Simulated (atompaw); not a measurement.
**Scattering properties, PAW (atompaw) potential for beryllium (Be)**

beryllium (Be), PAW, made with atompaw 4.2.0.5 (PBE, scalar-relativistic). Core none, reference 1s2 2s1.5 2p0.5. Waves: 1s (bound): rc 0.40 bohr; 2s (bound): rc 0.90 bohr; 2p (bound): rc 3.00 bohr; 2p channel at 1.1 Ry: rc 3.00 bohr. Local part: bessel scheme, radius 2.95 bohr. Core correction: none. Augmentation charge: gaussian compensation charge, radius 3.00 bohr; PAW radius 3.00 bohr; waves and projectors: custom polynom gramschmidtortho.

The phase is arctan(r·u′/u) with u = r·R(r), unwrapped; energies in Ry, scanned from -10 to 5 Ry. A pole is an energy at which the radial function vanishes at the test radius. The pseudo phase is shifted by a multiple of π to meet the all-electron one at the reference energy, and phase errors are pseudo minus all-electron; the curves can meet again beyond the range given. Levels narrower than the energy grid can be missing from the lists of poles.

| channel | radius (bohr) | reference energy (Ry) | poles, all-electron | poles, pseudo | unbroken range about the reference energy with phases within 0.05 rad | phase error 1 Ry above the reference energy (rad) |
| --- | --- | --- | --- | --- | --- | --- |
| s | 3.01 | -0.43 | 0.18, 4.57 | 0.20 | below 1.3 | +0.010 |
| p | 3.01 | -0.17 | 0.45, 3.99 | 0.45, 4.17 | the whole range | +0.000 |

Phases in the p channel:

| E (Ry) | all-electron | pseudo |
| --- | --- | --- |
| -10.00 | 1.464 | 1.464 |
| -9.76 | 1.463 | 1.463 |
| -9.52 | 1.462 | 1.462 |
| -9.28 | 1.460 | 1.460 |
| -9.04 | 1.459 | 1.459 |
| -8.80 | 1.457 | 1.457 |
| -8.56 | 1.456 | 1.456 |
| -8.32 | 1.454 | 1.454 |
| -8.08 | 1.452 | 1.452 |
| -7.84 | 1.450 | 1.450 |
| -7.60 | 1.448 | 1.448 |
| -7.36 | 1.446 | 1.446 |
| -7.12 | 1.444 | 1.444 |
| -6.88 | 1.442 | 1.442 |
| -6.64 | 1.439 | 1.439 |
| -6.40 | 1.437 | 1.437 |
| -6.16 | 1.434 | 1.434 |
| -5.92 | 1.431 | 1.431 |
| -5.68 | 1.428 | 1.428 |
| -5.44 | 1.425 | 1.425 |
| -5.20 | 1.421 | 1.421 |
| -4.96 | 1.417 | 1.417 |
| -4.72 | 1.413 | 1.413 |
| -4.48 | 1.409 | 1.409 |
| -4.24 | 1.404 | 1.404 |
| -4.00 | 1.399 | 1.399 |
| -3.76 | 1.393 | 1.393 |
| -3.52 | 1.386 | 1.386 |
| -3.28 | 1.379 | 1.379 |
| -3.04 | 1.370 | 1.371 |
| -2.80 | 1.361 | 1.361 |
| -2.56 | 1.350 | 1.350 |
| -2.32 | 1.337 | 1.337 |
| -2.08 | 1.321 | 1.321 |
| -1.84 | 1.302 | 1.302 |
| -1.60 | 1.276 | 1.277 |
| -1.36 | 1.243 | 1.243 |
| -1.12 | 1.195 | 1.195 |
| -0.88 | 1.117 | 1.117 |
| -0.64 | 0.969 | 0.970 |
| -0.40 | 0.585 | 0.585 |
| -0.16 | -0.508 | -0.508 |
| 0.08 | -1.250 | -1.250 |
| 0.32 | -1.498 | -1.497 |
| 0.56 | -1.623 | -1.623 |
| 0.80 | -1.715 | -1.715 |
| 1.04 | -1.805 | -1.805 |
| 1.28 | -1.919 | -1.919 |
| 1.52 | -2.107 | -2.106 |
| 1.76 | -2.513 | -2.505 |
| 2.00 | -3.365 | -3.340 |
| 2.24 | -4.044 | -4.022 |
| 2.48 | -4.329 | -4.313 |
| 2.72 | -4.467 | -4.454 |
| 2.96 | -4.548 | -4.536 |
| 3.20 | -4.603 | -4.591 |
| 3.44 | -4.644 | -4.631 |
| 3.68 | -4.677 | -4.662 |
| 3.92 | -4.705 | -4.689 |
| 4.16 | -4.730 | -4.711 |
| 4.40 | -4.755 | -4.732 |
| 4.64 | -4.779 | -4.751 |
| 4.88 | -4.805 | -4.770 |
